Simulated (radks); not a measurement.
Question: Cs, 55 electrons, occupied as [Xe] 6s1. Method: scalar-relativistic Kohn-Sham, LDA (Slater exchange, VWN5 correlation), spin-polarised, spherical densities, finite nucleus; open shells are filled with parallel spins first (spin-orbit coupling, left out, can overturn this in heavy ions); Fermi nuclear charge, rms radius 4.8041 fm; hard spherical wall at 4 bohr; computed with a radial shooting solver on a logarithmic mesh with Libxc functionals. Some entries of the table are withheld. Estimate them.

| orbital | occ. | eigenvalue (eV) | <r> (bohr) | <r^2> (bohr^2) |
|---|---|---|---|---|
| 1s up | 1 | -35748.04 | 0.02613 | 0.0009266 |
| 1s down | 1 | -35747.98 | 0.02613 | 0.0009266 |
| 2s up | 1 | -5600.256 | 0.1122 | 0.01486 |
| 2s down | 1 | -5600.222 | 0.1122 | 0.01486 |
| 2p up | 3 | -5025.705 | 0.09825 | 0.01178 |
| 2p down | 3 | -5025.672 | 0.09825 | 0.01178 |
| 3s up | 1 | -1156.068 | 0.2995 | 0.1025 |
| 3s down | 1 | -1156.021 | 0.2995 | 0.1025 |
| 3p up | 3 | -971.1115 | 0.2974 | 0.1025 |
| 3p down | 3 | -971.0644 | 0.2974 | 0.1025 |
| 3d up | 5 | -698.7434 | 0.2738 | 0.08854 |
| 3d down | 5 | -698.6991 | 0.2737 | 0.08854 |
| 4s up | 1 | -210.3438 | 0.6956 | 0.5466 |
| 4s down | 1 | -210.2517 | 0.6955 | 0.5464 |
| 4p up | 3 | -151.1879 | 0.7409 | 0.6252 |
| 4p down | 3 | -151.0855 | 0.7407 | 0.6248 |
| 4d up | 5 | -65.1225 | 0.8409 | 0.8250 |
| 4d down | 5 | -64.9911 | 0.8405 | 0.8240 |
| 5s up | 1 | -19.5087 | 1.737 | 3.368 |
| 5s down | 1 | -19.2209 | 1.733 | 3.350 |
| 5p up | 3 | -6.1524 | 1.970 | 4.289 |
| 5p down | 3 | -5.8014 | 1.961 | 4.253 |
| 5d up | 0 | (1) | 2.320 | 5.831 |
| 5d down | 0 | (2) | 2.308 | 5.777 |
| 6s up | 1 | 21.0171 | 2.485 | 6.907 |
| 6s down | 0 | 21.7912 | 2.484 | 6.899 |
| 6p up | 0 | 31.2318 | (3) | 6.743 |
| 6p down | 0 | 31.9755 | (4) | 6.759 |
| 7s up | 0 | 79.0361 | (5) | 6.558 |
| 7s down | 0 | 79.5658 | (6) | 6.568 |

Answer: 
(1) 5d up eigenvalue (eV): 11.8300
(2) 5d down eigenvalue (eV): 12.3497
(3) 6p up <r> (bohr): 2.431
(4) 6p down <r> (bohr): 2.435
(5) 7s up <r> (bohr): 2.367
(6) 7s down <r> (bohr): 2.369
